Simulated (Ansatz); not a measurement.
`[F][In]([Br])[Br]` + HCl → `[Cl][In]([Br])[Br]` + H–F at 500 K and 1 bar (ligand exchange at the In–F bond).

Computed with Ansatz on PBE0-D4/def2-TZVP structures; ΔE is electronic, products minus reactants. CBS: MP2 limit from def2 TZ/QZ plus the TZ coupled-cluster correction, frozen cores. This one scheme is used for every species. def2 core potentials past Kr. For Br, In outer-core shells are correlated without core-valence functions, which leaves a few kJ/mol of doubt a bond. Scalar relativity is left out up to krypton.

| species | CCSD(T)/CBS energy (Eh) | H − E (kJ/mol) | S (J/(mol·K)) |
| --- | --- | --- | --- |
| `[F][In]([Br])[Br]` | -5436.38187 | 43.1 | 402.9 |
| HCl | -460.38127 | 32.5 | 201.9 |
| `[Cl][In]([Br])[Br]` | -5796.39121 | 42.4 | 414.3 |
| H–F | -100.39570 | 39.4 | 188.7 |

H − E and S are ideal-gas, rigid-rotor, harmonic terms from PBE0-D4/def2-TZVP. 1 Eh = 2625.50 kJ/mol, R = 8.31446 J/(mol·K).

Q: By hand: ΔE, ΔH, ΔS and ΔG.

A: ΔE = (-5796.39121) + (-100.39570) − (-5436.38187) − (-460.38127) = -0.02377 Eh = -62.4 kJ/mol. Δ(H − E) = 42.4 + 39.4 − 43.1 − 32.5 = 6.2, so ΔH = -56.2 kJ/mol. ΔS = 414.3 + 188.7 − 402.9 − 201.9 = -1.8 J/(mol·K). ΔG = -56.2 − 500 × (-1.8)/1000 = -55.3 kJ/mol.

Q: By hand: the equilibrium constant, and the temperature at which ΔG would vanish if ΔH and ΔS stayed fixed.

A: log₁₀ K = −ΔG/(RT ln 10) = 5.8. ΔG = 0 at ΔH/ΔS = 31222 K, far beyond where these terms or the molecules hold.

The number of gas molecules stays the same, so ΔS is small and ΔH decides. A doubt of 5 kJ/mol in ΔE shifts log₁₀ K by 0.5 here. These are equilibria of isolated gas molecules and say nothing of rates. Largest T1 diagnostic: 0.012 (customary marks: 0.02 for closed shells, 0.045 for open ones).
